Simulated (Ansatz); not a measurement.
Reaction (formal loss of a carbene): `FC(F)C(F)I` → `F[C]F` + `FCI`

Computed with Ansatz on PBE0-D4/def2-TZVP structures; ΔE is electronic, products minus reactants. CBS: MP2 limit from def2 TZ/QZ plus the TZ coupled-cluster correction, frozen cores. This one scheme is used for every species. DFT in def2-TZVPP. Elements past krypton have def2 core potentials. For I outer-core shells are correlated without core-valence functions, which leaves a few kJ/mol of doubt a bond. Each species was taken in one conformer, which may not be the lowest.

Problem. Is it downhill or uphill in electronic energy at CCSD(T)/CBS, and by how much? (An estimate is asked.)

Solution. Ansatz gave: Uphill: ΔE = +59.3 kcal/mol.

Problem. What do these levels give: r2SCAN-D4, ωB97X-V, B2PLYP, PBE0, MP2/def2-TZVPP, SCS-MP2/def2-QZVPP? (Best estimate.)

Solution. Ansatz gave: r2SCAN-D4 61.9, ωB97X-V 59.9, B2PLYP 57.1, PBE0 61.2, MP2/def2-TZVPP 62.8, SCS-MP2/def2-QZVPP 60.3 kcal/mol.

Largest T1 diagnostic among the species: 0.017.

The D4 term adds +3.2 kcal/mol with B3LYP and +1.7 kcal/mol with PBE0; it sums over pairs of atoms, weighted by their polarisabilities, and B3LYP, whose exchange is more repulsive, gets the larger term. In def2-TZVPP, CCSD(T) changes the Hartree–Fock value by +7.6 kcal/mol (the triples alone add +0.1 kcal/mol) and MP2 by +12.6 kcal/mol.

B3LYP here is the variant with VWN-RPA as its local correlation; programs differ in this.
